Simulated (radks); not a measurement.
The numbers below are computed, except where a source is named.
These are the eigenvalues of the occupied orbitals of an atom or ion with whole-number occupations (eV). Level of theory: scalar-relativistic Kohn-Sham, OLYP, spin-polarised, spherical densities, finite nucleus; Fermi nuclear charge, rms radius of each element as measured or else 0.836 A^(1/3) + 0.57 fm (a radial shooting solver on a logarithmic mesh with Libxc functionals).

orbital  eigenvalue
1s up     -25366.20
1s down   -25366.20
2s up     -3772.355
2s down   -3771.915
2p up     -3388.441
2p down   -3388.108
3s up     -724.4064
3s down   -724.1794
3p up     -598.2996
3p down   -598.0335
3d up     -399.7087
3d down   -399.2939
4s up     -134.7442
4s down   -133.0301
4p up      -97.8982
4p down    -96.1467
4d up      -44.6693
4d down    -42.9583

Which element is it, and in what charge state? The configuration may be excited. Open shells, if any, are filled with parallel spins first.

Answer. Z = 47, silver, charge +3: Ag3+ in [Kr] 4d8. The list shows which subshells hold electrons but not how many an open one holds; the 1s level, -932.19 hartree, gives Z - s = 43.2 by -(Z - s)^2/2, which with screening and relativity narrows Z to a few neighbours, and the depths of the outer levels then fix element, charge and occupations together.
